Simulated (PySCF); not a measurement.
Numbering as in the mapped SMILES `[CH3:1][CH:2]1[CH:3]=[CH:4][P:5]([C:6]([F:7])([F:8])[F:9])[CH:10]=[CH:11]1` (H(Xn): hydrogen on atom n).

PySCF calculation with coordinates at the GFN2-xTB level and GIAO PBE0/pcSseg-1 shieldings; non-relativistic, averaged over atoms made equivalent by symmetry, fast rotation or ring inversion, one computed conformer, gas phase.

Scale: 13C (186.93 ppm) and 1H (31.72 ppm) vs TMS; 31P (318.38 ppm) against H3PO4; CFCl3 for 19F (170.95 ppm) (reference shieldings calculated alike).

```tsv
atoms	nucleus	count	Hirshfeld charge	δ (ppm)
C4/C10	13C	2	-0.11	129.7
P5	31P	1	0.15	?
C6	13C	1	0.21	140.4
C2	13C	1	-0.02	37.9
C1	13C	1	-0.11	22.0
F7/F8/F9	19F	3	-0.10	-71.3
H(C2)	1H	1	0.05	?
H(C4)/H(C10)	1H	2	0.05	6.70
H(C1)	1H	3	0.04	0.96
H(C3)/H(C11)	1H	2	0.05	?
C3/C11	13C	2	-0.03	148.4
```

Question: Estimate the values marked ?.

Answer: 
- H(C3)/H(C11): 7.06 ppm, hydrogen on an alkene CH; attached to an sp2 carbon and in the plane of the double bond
- H(C2): 3.25 ppm, hydrogen on an allylic sp3 CH
- P5: -53.9 ppm, phosphorus bonded to 3 C, in a 6-membered ring

Shifts are as computed. Against solution values, carbons near 30 ppm lie about +3 ppm off and those near 130 ppm about +5 ppm. Of 1211 compounds with measured shifts, 218 miss one by over three times the rms of a fit or turn the order of signals round; such compounds aren't used in these exercises. Unscaled 19F shifts against computed CFCl3 carry errors that often reach 10 to 50 ppm. Experimental scales use liquid or dissolved standards, which lie at an offset from isolated H3PO4.
